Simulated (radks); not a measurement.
Question: These are the eigenvalues of the occupied orbitals of an atom or ion with whole-number occupations (eV). Calculated with a radial shooting solver on a logarithmic mesh with Libxc functionals: non-relativistic Kohn-Sham, TPSS, spin-polarised, spherical densities, point nucleus; meta-GGA in the generalised Kohn-Sham scheme.

1s up: -57620.46
1s down: -57620.45
2s up: -11360.33
2s down: -11342.64
2p up: -10972.92
2p down: -10959.89
3s up: -4187.542
3s down: -4169.927
3p up: -4023.883
3p down: -4004.189
3d up: -3740.956
3d down: -3715.158

Which element is it, and in what charge state? The configuration may be excited. Open shells, if any, are filled with parallel spins first.

Answer: Z = 69, thulium, charge +45: Tm45+ in [Ar] 3d6. The list shows which subshells hold electrons but not how many an open one holds; the 1s level, -2117.5 hartree, gives Z - s = 65.1 by -(Z - s)^2/2, which with screening narrows Z to a few neighbours, and the depths of the outer levels then fix element, charge and occupations together.
